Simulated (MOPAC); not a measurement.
Input file for MOPAC: PM6 on CH6BP (SMILES CBP), a point of a torsion scan.

```
PM6 1SCF PRECISE CHARGE=0 THREADS=1
CH6BP

C     -1.11290438 1     0.15902628 1    -0.28127040 1
B      0.01440925 1    -0.12850961 1     0.77465735 1
P      1.80158801 1    -0.31555387 1     0.24140697 1
H     -1.62876498 1    -0.77946826 1    -0.49189783 1
H     -1.87642271 1     0.83501905 1     0.10071988 1
H     -0.75852191 1     0.55111761 1    -1.23289279 1
H     -0.28396221 1    -0.43135710 1     1.86814128 1
H      2.01325987 1     0.91883766 1    -0.33889638 1
H      2.44462342 1     0.00851535 1     1.42158827 1
```

The log:

```
*******************************************************************************
 **                                                                           **
 **                              MOPAC v23.2.5                                **
 **                                                                           **
 *******************************************************************************
 ** MOPAC's Digital Object Identifier: https://doi.org/10.5281/zenodo.6511958 **
 **                                                                           **
 ** Please cite the open-source release paper for use of this MOPAC version:  **
 ** J. E. Moussa and J. J. P. Stewart (2026)                                  **
 ** MOPAC: An open-source semiempirical molecular orbital program             **
 ** J. Open Source Softw., 11(119), 8025, https://doi.org/10.21105/joss.08025 **
 *******************************************************************************

                              PM6 CALCULATION RESULTS

 *******************************************************************************
 *  PM6        - The PM6 Hamiltonian to be used
 *
 *
 *
 *                 CHARGE ON SYSTEM = 0
 *
 *
 *
 *  PRECISE    - TIGHTER CRITERIA TO BE USED
 *  1SCF       - DO 1 SCF AND THEN STOP
 *  THREADS=1  - MULTI-THREADING NOT USED
 *  T=         - A TIME OF 172800.0 SECONDS REQUESTED
 *  DUMP=N     - RESTART FILE WRITTEN EVERY 7200.0 SECONDS REQUESTED
 *******************************************************************************
PM6 1SCF PRECISE CHARGE=0 THREADS=1
 CH6BP

   ATOM   CHEMICAL          X               Y               Z
  NUMBER   SYMBOL      (ANGSTROMS)     (ANGSTROMS)     (ANGSTROMS)

     1       C         -1.11290438  *   0.15902628  *  -0.28127040  *
     2       B          0.01440925  *  -0.12850961  *   0.77465735  *
     3       P          1.80158801  *  -0.31555387  *   0.24140697  *
     4       H         -1.62876498  *  -0.77946826  *  -0.49189783  *
     5       H         -1.87642271  *   0.83501905  *   0.10071988  *
     6       H         -0.75852191  *   0.55111761  *  -1.23289279  *
     7       H         -0.28396221  *  -0.43135710  *   1.86814128  *
     8       H          2.01325987  *   0.91883766  *  -0.33889638  *
     9       H          2.44462342  *   0.00851535  *   1.42158827  *



          CARTESIAN COORDINATES

    NO.       ATOM           X           Y           Z

     1         C         -1.1129      0.1590     -0.2813
     2         B          0.0144     -0.1285      0.7747
     3         P          1.8016     -0.3156      0.2414
     4         H         -1.6288     -0.7795     -0.4919
     5         H         -1.8764      0.8350      0.1007
     6         H         -0.7585      0.5511     -1.2329
     7         H         -0.2840     -0.4314      1.8681
     8         H          2.0133      0.9188     -0.3389
     9         H          2.4446      0.0085      1.4216

 General Reference for PM6:
 "Optimization of Parameters for Semiempirical Methods V: Modification of NDDO Approximations
 and Application to 70 Elements", J. J. P. Stewart, J. Mol. Mod., 13, 1173-1213 (2007)
 URL: https://link.springer.com/article/10.1007/s00894-007-0233-4

           Empirical Formula: C H6 B P  =     9 atoms



      MOLECULAR POINT GROUP   :   C1


      RHF CALCULATION, NO. OF DOUBLY OCCUPIED LEVELS = 9


 -------------------------------------------------------------------------------
 PM6 1SCF PRECISE CHARGE=0 THREADS=1
 CH6BP



     1SCF WAS SPECIFIED, SO BFGS WAS NOT USED
     SCF FIELD WAS ACHIEVED


                              PM6 CALCULATION
                                                       MOPAC v23.2.5 Linux




          FINAL HEAT OF FORMATION =         33.42323 KCAL/MOL =     139.84278 KJ/MOL


          COSMO AREA              =        104.14 SQUARE ANGSTROMS
          COSMO VOLUME            =         87.96 CUBIC ANGSTROMS

          IONIZATION POTENTIAL    =          9.597953 EV
          HOMO LUMO ENERGIES (EV) =         -9.598 -0.209
          NO. OF FILLED LEVELS    =          9
          MOLECULAR WEIGHT        =         59.8422         POINT GROUP:  C1

          MOLECULAR DIMENSIONS (Angstroms)

            Atom       Atom       Distance
            H     9    H     5     4.59339
            H     8    H     7     3.21311
            H     4    H     5     1.68495


          SCF CALCULATIONS        =          1





   ATOM   CHEMICAL          X               Y               Z
  NUMBER   SYMBOL      (ANGSTROMS)     (ANGSTROMS)     (ANGSTROMS)

     1       C         -1.11290438  *   0.15902628  *  -0.28127040  *
     2       B          0.01440925  *  -0.12850961  *   0.77465735  *
     3       P          1.80158801  *  -0.31555387  *   0.24140697  *
     4       H         -1.62876498  *  -0.77946826  *  -0.49189783  *
     5       H         -1.87642271  *   0.83501905  *   0.10071988  *
     6       H         -0.75852191  *   0.55111761  *  -1.23289279  *
     7       H         -0.28396221  *  -0.43135710  *   1.86814128  *
     8       H          2.01325987  *   0.91883766  *  -0.33889638  *
     9       H          2.44462342  *   0.00851535  *   1.42158827  *

                             CARTESIAN COORDINATES

   1    C       -1.112904380     0.159026280    -0.281270400
   2    B        0.014409250    -0.128509610     0.774657350
   3    P        1.801588010    -0.315553870     0.241406970
   4    H       -1.628764980    -0.779468260    -0.491897830
   5    H       -1.876422710     0.835019050     0.100719880
   6    H       -0.758521910     0.551117610    -1.232892790
   7    H       -0.283962210    -0.431357100     1.868141280
   8    H        2.013259870     0.918837660    -0.338896380
   9    H        2.444623420     0.008515350     1.421588270


           Empirical Formula: C H6 B P  =     9 atoms



      MOLECULAR POINT GROUP   :   C1


                  EIGENVALUES
 -25.03940 -21.99887 -16.72406 -14.94034 -13.99322 -13.71147 -11.68470 -11.46378
  -9.59795  -0.20930   2.14790   3.94868   4.45119   5.25481   5.54392   5.82311
   6.07780   7.03231 133.43820 133.84469 133.90811 134.02620 134.28078


              NET ATOMIC CHARGES AND DIPOLE CONTRIBUTIONS

  ATOM NO.   TYPE          CHARGE      No. of ELECS.   s-Pop       p-Pop       d-Pop
    1          C          -0.585415        4.5854     1.08727     3.49814
    2          B          -0.031968        3.0320     1.12436     1.90760
    3          P           0.000651        4.9993     1.56833     3.41652     0.01450
    4          H           0.179281        0.8207     0.82072
    5          H           0.165340        0.8347     0.83466
    6          H           0.156609        0.8434     0.84339
    7          H           0.056156        0.9438     0.94384
    8          H           0.035622        0.9644     0.96438
    9          H           0.023725        0.9763     0.97628
 DIPOLE           X         Y         Z       TOTAL
 POINT-CHG.     0.216     0.020     0.010     0.217
 HYBRID        -0.577     1.432     0.393     1.593
 SUM           -0.361     1.452     0.402     1.549


          ATOMIC ORBITAL ELECTRON POPULATIONS

     Atom    s        px        py        pz      x^2-y^2     xz        z^2       yz        xy
    1  C   1.08727   1.16499   1.16739   1.16576
    2  B   1.12436   0.82654   0.23211   0.84896
    3  P   1.56833   1.03849   1.28299   1.09504   0.00445   0.00477   0.00236   0.00189   0.00103
    4  H   0.82072
    5  H   0.83466
    6  H   0.84339
    7  H   0.94384
    8  H   0.96438
    9  H   0.97628

 **********************
 *                    *
 * JOB ENDED NORMALLY *
 *                    *
 **********************




 == MOPAC DONE ==
```

The run finished.

Cost: very roughly 0.03 core-seconds.
